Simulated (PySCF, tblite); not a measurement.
Species: C₃H₇NSSi₂.
SMILES with atom numbers: `[SiH3:1][SiH2:2][c:3]1[n:4][cH:5][cH:6][s:7]1` (hydrogens: H8, H9, H10 on Si1; H11, H12 on Si2; H13 on C5; H14 on C6)

Cartesian coordinates in Å at the GFN2-xTB level; atoms count from 1:
```
atom  x, y, z in Å
Si1   -2.634   -0.068   -0.597
Si2   -1.138   -0.318    1.145
C3     0.599   -0.032    0.483
N4     0.948   -0.330   -0.721
C5     2.237   -0.032   -0.986
C6     2.922    0.524    0.048
S7     1.902    0.680    1.420
H8    -2.139   -0.560   -1.881
H9    -3.023    1.333   -0.787
H10   -3.871   -0.796   -0.295
H11   -1.274    0.638    2.254
H12   -1.108   -1.648    1.774
H13    2.636   -0.242   -1.962
H14    3.942    0.849    0.084
```

Jobs on this species (14 atoms, 76 electrons) with PySCF (density fitting) and tblite. Hardware of each: Arm Neoverse N1, one thread (shared host). Times come from a shared host and carry two figures at best.

Problem. Rank these jobs by wall time, shortest first.
A. GFN2-xTB; Hessian by finite differences
B. PBE0/pcSseg-1; shieldings, ring-centre shieldings, charges and field gradients; 175 basis functions
C. CAM-B3LYP/def2-SVPD; 8 singlets by full TDDFT, 3 Tamm–Dancoff triplets, polarisability; 211 basis functions

Solution. A (0.93 s), B (44 s), C (82 s).

All jobs:

```csv
level and settings,work,basis functions,SCF cycles,wall time
GFN2-xTB,L-BFGS relaxation,–,–,0.72 s
GFN2-xTB,Hessian by finite differences,–,–,0.93 s
PBE0/pcSseg-1,"shieldings, ring-centre shieldings, charges and field gradients",175,13,44 s
CAM-B3LYP/def2-SVPD,"8 singlets by full TDDFT, 3 Tamm–Dancoff triplets, polarisability",211,13,82 s
```

Problem. What do all jobs in the table cost together?

Solution. About 2.1 min; the longest takes about 64 % of that, and about 110 times as long as the shortest.
